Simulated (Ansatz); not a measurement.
Molecule: C$_{3}$H$_{12}$AlN, net charge 0, singlet state. 
Coordinates optimised at B3LYP-D3(BJ)/def2-TZVP (Ansatz, a first-principles code):
```xyz
17

Al     0.6669     1.5174     0.1902
N     -0.1592    -0.3623    -0.0454
C     -0.3655    -0.9665     1.2873
C      0.7655    -1.1968    -0.8406
C     -1.4533    -0.2334    -0.7472
H      2.0187     1.1310     0.9505
H      0.7933     1.9569    -1.3414
H     -0.4808     2.2164     1.0557
H     -0.8031    -1.9651     1.1928
H      0.5915    -1.0362     1.8006
H     -1.0310    -0.3317     1.8688
H      1.7200    -1.2661    -0.3228
H      0.9246    -0.7300    -1.8105
H      0.3525    -2.2005    -0.9814
H     -1.2895     0.2314    -1.7173
H     -2.1165     0.3998    -0.1613
H     -1.9146    -1.2161    -0.8860
```
Charge 0, spin multiplicity 1.

Dipole moments at this geometry, in debye (magnitudes).

```
level                    program  dipole (D)
-----------------------  -------  ----------
SVWN5/def2-TZVPD          Ansatz        5.06
BLYP/def2-TZVPD           Ansatz        5.14
CAM-B3LYP/def2-TZVPD      Ansatz        5.24
LC-wPBE/def2-TZVPD        Ansatz        5.29
wB97X-V/def2-TZVPD        Ansatz         [?]
CCSD(T)/aug-cc-pV(D+d)Z   Ansatz         [?]
```

Q: What belongs in the gaps?

A: 
- wB97X-V/def2-TZVPD, dipole (D): 5.25
- CCSD(T)/aug-cc-pV(D+d)Z, dipole (D): 5.24
